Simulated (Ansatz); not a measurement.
Cost and result for the atomization energy of C2H5AsO2, SMILES `CC(=O)O[AsH2]` (10 atoms, 9 bonds).

Cartesian coordinates in Å:
```
C -0.4757 -1.5875 -0.4717
C 0.1466 -0.4369 0.2571
O 0.5872 -0.4834 1.3807
O 0.1647 0.6785 -0.4649
As 1.0568 2.0479 0.4108
H 0.0798 -1.7836 -1.3906
H -1.4977 -1.3329 -0.7581
H -0.4732 -2.4694 0.1639
H 0.4426 3.0454 -0.5708
H -0.0311 2.3221 1.4437
```

Charge 0, multiplicity 1. Correlated methods include outer-core shells of As, which these sets cover unevenly. Scalar relativity is left out up to krypton. Geometry: relaxed with PBE0-D4/def2-TZVP. Program: Ansatz. All runs use 4 threads of an Arm Neoverse V1 on a shared host. Times are those of one run each, without the atoms' runs, and a repeat can differ threefold. Electronic energies, without spin–orbit coupling; frozen cores. CCSD(T)/CBS adds CCSD(T) − MP2 in def2-TZVPP to the MP2 limit, and its time is that of the two runs behind it. T1 = 0.015. With those shells the extrapolation isn't a true limit. B3LYP takes the VWN-RPA correlation (the form of Gaussian; ORCA's B3LYP/G).

CCSD(T)/CBS is a level of theory with its own doubt, some kJ/mol a heavy atom from the limit and from the frozen cores, so smaller differences don't rank the functionals.

| level | functions | wall time |
| --- | --- | --- |
| LDA (SPW92)/def2-TZVPP | 242 | 1.2 s |
| BLYP-D4/def2-TZVPP | 242 | 2.1 s |
| revPBE-D4/def2-TZVPP | 242 | 2.1 s |
| PBE-D4/def2-TZVPP (with forces) | 242 | 2.5 s |
| BHLYP-D4/def2-TZVPP | 242 | 3.8 s |
| r2SCAN-D4/def2-TZVPP (with forces) | 242 | 5.5 s |
| B3LYP-D4/def2-TZVPP (with forces) | 242 | 5.5 s |
| PBE-QIDH/def2-TZVPP | 242 | 8 s |
| B97M-V/def2-TZVPP | 242 | 11 s |
| CCSD(T)/def2-SVP | 113 | 12 s |
| MP2/def2-QZVPP | 467 | 42 s |
| CCSD(T)/def2-TZVPP | 242 | 4.4 min |
| CCSD(T)/CBS(def2) | – | 5.1 min |

Problem. What atomization energy does each give, and how far from CCSD(T)/CBS? (Estimate.)

Solution. Ansatz gave: 
| level | atomization (kJ/mol) | difference from CCSD(T)/CBS | per bond |
| --- | --- | --- | --- |
| LDA (SPW92)/def2-TZVPP | 4461.9 | 685.4 | 76.2 |
| BLYP-D4/def2-TZVPP | 3828.8 | 52.3 | 5.8 |
| revPBE-D4/def2-TZVPP | 3799.1 | 22.6 | 2.5 |
| PBE-D4/def2-TZVPP (with forces) | 3913.0 | 136.5 | 15.2 |
| BHLYP-D4/def2-TZVPP | 3623.1 | -153.4 | -17.0 |
| r2SCAN-D4/def2-TZVPP (with forces) | 3805.3 | 28.8 | 3.2 |
| B3LYP-D4/def2-TZVPP (with forces) | 3793.6 | 17.1 | 1.9 |
| PBE-QIDH/def2-TZVPP | 3737.1 | -39.4 | -4.4 |
| B97M-V/def2-TZVPP | 3807.8 | 31.3 | 3.5 |
| CCSD(T)/def2-SVP | 3555.8 | -220.7 | -24.5 |
| MP2/def2-QZVPP | 3810.4 | 33.9 | 3.8 |
| CCSD(T)/def2-TZVPP | 3673.2 | -103.3 | -11.5 |
| CCSD(T)/CBS(def2) | 3776.5 | 0.0 | 0.0 |

From BLYP to BHLYP (50 % exact exchange), in def2-TZVPP and without D4, the atomization energy moves by −184.6 kJ/mol: exact exchange takes away binding that semilocal exchange gives to molecules. In def2-TZVPP, CCSD(T) changes the Hartree–Fock value by +1109.2 kJ/mol (the triples alone add +76.5 kJ/mol) and MP2 by +1185.3 kJ/mol; breaking electron pairs costs correlation energy, which Hartree–Fock lacks. The D4 term adds +32.2 kJ/mol with B3LYP and +16.8 kJ/mol with PBE0; it sums over pairs of atoms, weighted by their polarisabilities, and B3LYP, whose exchange is more repulsive, gets the larger term.
